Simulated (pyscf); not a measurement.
Structures and frequencies: ωB97X-D3(BJ)/def2-SVP in PySCF.

SMILES: BrCC(C)(Br)C
```xyz
14

C     -1.4333     1.2826    -1.6112
C     -0.4887     0.4641    -0.7399
C      0.9728     0.8230    -0.9775
Br    -0.9059     0.8819     1.1471
C     -0.7496    -1.0390    -0.8391
Br    -0.4104    -1.7328    -2.6233
H     -1.2810     2.3572    -1.4364
H     -2.4836     1.0380    -1.3943
H     -1.2333     1.0643    -2.6718
H      1.1386     1.8943    -0.7948
H      1.2396     0.5962    -2.0215
H      1.6346     0.2480    -0.3131
H     -1.7962    -1.2714    -0.6083
H     -0.0944    -1.5962    -0.1587
```
Charge 0, spin multiplicity 1.

Q: What is the homolytic dissociation enthalpy (298 K, ωB97M-D3(BJ)/def2-TZVP) of the Br–C bond of H₃C–C(CH₃)(Br)–CH₂–Br (SMILES CC(C)(Br)CBr), to •H₂C–C(CH₃)(CH₃)–Br + Br•?

A: Br–C to •H₂C–C(CH₃)(CH₃)–Br + Br•: 289.9 kJ/mol. The 7 functionals that were run give +280.2 (r²SCAN) to +304.5 kJ/mol (ωB97X-D3(BJ)). Other isomers of •H₂C–C(CH₃)(CH₃)–Br were not searched in full and may lie lower. Left out: the spin-orbit lowering of Br, which is large for Br, Se, Te and I. Elements up to Kr have no core potential and no relativistic terms here.
